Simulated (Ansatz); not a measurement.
Geometry optimisation, Ansatz, RKS B3LYP-D4/def2-SVP.

input.yaml

```yaml
crystal:
  periodic: [false, false, false]
  atoms:
    - { symbol: Ga, position_ang: [0.0, 0.0, 0.0] }
    - { symbol: Cl, position_ang: [1.5475, 0.0, 1.8865] }
    - { symbol: H, position_ang: [1.7697, 0.0, 0.0287] }
    - { symbol: H, position_ang: [-1.3596, 0.0, -0.785] }
basis:
  gaussian: { orbitals: def2-SVP }
hamiltonian:
  xc: b3lyp
  dispersion: d4
relax:
  f_tol: 0.15
  max_steps: 25
  restrain:
    - { distance: [1, 2], at: 2.57, k: 30.0 }
    - { distance: [0, 1], at: 2.24, k: 30.0 }
    - { distance: [0, 2], at: 1.57, k: 30.0 }
```

Run as:

```bash
$ ansatz run input.yaml --threads 1 --pin off --max-ram 2048MiB --backend cpu --events-out ev --progress --plain --runs-dir out
```

Q: Where does it end, and by what steps?

A: The run converged. The restraints hold the end off the free minimum; the threshold counts their pulls, which the force column leaves out. Restrained pairs: Cl2–H3 (1.87 → 2.62 Å), Ga1–Cl2 (2.44 → 2.21 Å), Ga1–H3 (1.77 → 1.55 Å). After 5 steps the energy has fallen by 2.521 eV (the restraints' own energy left out); Cl2 moved furthest, 0.51 Å.

```tsv
step	energy less start (eV)	largest force component (eV/Å)	accepted
0	0.0000	3.537	yes
1	-1.0340	2.239	yes
2	-1.8440	1.479	yes
3	-2.4314	1.085	yes
4	-2.5217	1.173	yes
5	-2.5210	1.183	yes
```

```xyz
4
Properties=species:S:1:pos:R:3
Ga 0.303 0.000 -0.026
Cl 1.061 0.000 2.046
H 1.789 0.000 -0.468
H -1.195 0.000 -0.422
```

Run time: 8.2 s on 1 thread of Intel(R) Xeon(R) Platinum 8488C (Sapphire Rapids), on a shared host, peak memory 0.13 GiB.
